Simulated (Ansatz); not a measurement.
Reaction (formal exchange of groups at the Si–O bond): `O[SiH2][AlH][F]` + CH₄ → `C[SiH2][AlH][F]` + H₂O

Calculated with Ansatz (gas phase, PBE0-D4/def2-TZVP geometries, no zero-point term in ΔE). CCSD(T)/CBS is the MP2 limit (def2-TZVPP, def2-QZVPP) plus CCSD(T) − MP2 in def2-TZVPP, frozen cores. This one scheme is used for every species. DFT in def2-TZVPP. HSE06 is defined as in plane-wave codes. Each species was taken in one conformer, which may not be the lowest.

```json
{"level": "HSE06-D4", "ΔE (kcal/mol)": "18.5"}
{"level": "CAM-B3LYP-D4", "ΔE (kcal/mol)": "21.9"}
{"level": "HSE06", "ΔE (kcal/mol)": "18.9"}
{"level": "MP2/def2-QZVPP", "ΔE (kcal/mol)": "20.0"}
```

Task: What does CCSD(T)/CBS give? (Estimate.)

Result: Computed: +19.5 kcal/mol. The listed levels differ from it by -1.0, 2.4, -0.6, 0.5 kcal/mol.

Largest T1 diagnostic among the species: 0.013.

At CCSD(T), def2-SVP lies −0.9 kcal/mol from the extrapolated value and def2-TZVPP +0.3 kcal/mol. In def2-TZVPP, CCSD(T) changes the Hartree–Fock value by −4.2 kcal/mol (the triples alone add −0.4 kcal/mol) and MP2 by −3.8 kcal/mol.
